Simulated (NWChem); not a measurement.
System: diantimony (Sb2); SMILES [Sb]#[Sb]

Program: NWChem. Structure relaxed at the PBE0/def2-SVP level. def2 effective core potentials on Sb; no spin-orbit coupling. Static field.

```
level           basis functions  isotropic polarisability (bohr³)  anisotropy (bohr³)  relative time
--------------  ---------------  --------------------------------  ------------------  -------------
PBE/def2-SVP                 52                              71.0                84.4              1
PBE/def2-SVPD                64                              91.4                67.0              1
PBE/def2-TZVP               100                              81.7                82.0              4
PBE/def2-TZVPD              112                              96.0                66.3              5
```

The last column is a rough cost ratio, cheapest run = 1.
